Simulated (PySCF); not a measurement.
C₅H₇FO, SMILES C=C[C@]1(F)CCO1.

The structure is a stationary point at PBE0-D3(BJ)/def2-SVP. The structure was generated by enumeration; whether it is a known compound was not checked. One conformer was computed; it need not be the lowest.

Two levels are set side by side: PBE/def2-TZVP (PySCF) and ωB97X/def2-TZVP (PySCF). Same geometry, gas phase. Differences are taken from unrounded values.

```
quantity                      ωB97X    PBE  PBE minus ωB97X
---------------------------  ------  -----  ---------------
orbital gap (eV)              12.20   5.17            -7.04
highest occupied level (eV)  -10.27  -6.50             3.77
lowest empty level (eV)        1.93  -1.33            -3.26
dipole moment (D)              2.50   2.30            -0.20
mean polarisability (bohr³)    61.2   63.8              2.7
```

PBE's occupied levels lie high since its potential decays too fast outside the molecule; exact exchange lowers them and widens the gap. PBE's more diffuse valence density responds more strongly to a field. Differences between two approximate levels are no errors against the true value.

Rough cost on one machine, each run with all the roots and properties that it gave: ωB97X against PBE within a factor of 2.
